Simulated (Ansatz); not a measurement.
B₂Sb. Charge 0, multiplicity 2. Geometry r2SCAN-D4/def2-TZVP.

Cartesian coordinates in Å:
```
B 0.368 0.886 -0.329
B 0.377 -0.589 -0.734
Sb -0.745 -0.297 1.063
```

In the def2 sets Sb takes a core potential; there is no spin–orbit coupling. At r2SCAN-D4/def2-TZVPD, PBE0-D4/def2-TZVP, PBE0-D4/def2-TZVPD the charge 0 doublet is spin-contaminated (final ⟨S²⟩ up to 0.93, 0.75 for a pure state). The structure comes from a short search, and lower isomers may exist.

(1) Estimate the α-spin orbital energies around the gap (eV) in Ansatz with PBE-D4/def2-TZVP, BLYP-D4/def2-TZVP, r2SCAN-D4/def2-TZVPD, PBE0-D4/def2-TZVP, PBE0-D4/def2-TZVPD.

Results:

(1) 
| orbital | PBE-D4/def2-TZVP | BLYP-D4/def2-TZVP | r2SCAN-D4/def2-TZVPD | PBE0-D4/def2-TZVP | PBE0-D4/def2-TZVPD |
| --- | --- | --- | --- | --- | --- |
| HOMO−5 | -15.71 | -15.51 | -16.34 | -17.69 | -17.69 |
| HOMO−4 | -10.95 | -10.81 | -11.33 | -12.35 | -12.35 |
| HOMO−3 | -8.15 | -7.92 | -8.65 | -9.47 | -9.47 |
| HOMO−2 | -6.59 | -6.35 | -6.79 | -7.45 | -7.46 |
| HOMO−1 | -6.36 | -6.17 | -6.60 | -7.35 | -7.35 |
| HOMO | -5.28 | -5.13 | -5.75 | -6.53 | -6.53 |
| LUMO | -4.27 | -4.12 | -4.21 | -3.58 | -3.59 |
| LUMO+1 | -3.33 | -3.18 | -3.19 | -2.56 | -2.57 |
| LUMO+2 | -0.87 | -0.64 | -0.71 | -0.03 | -0.10 |
| LUMO+3 | 0.04 | 0.14 | 0.41 | 0.84 | 0.33 |
| LUMO+4 | 0.16 | 0.18 | 0.63 | 0.88 | 0.50 |
| LUMO+5 | 1.49 | 1.57 | 0.91 | 2.18 | 0.64 |
| β HOMO | -6.18 | -6.02 | -6.33 | -7.16 | -7.16 |
| β LUMO | -3.64 | -3.61 | -3.23 | -2.76 | -2.76 |
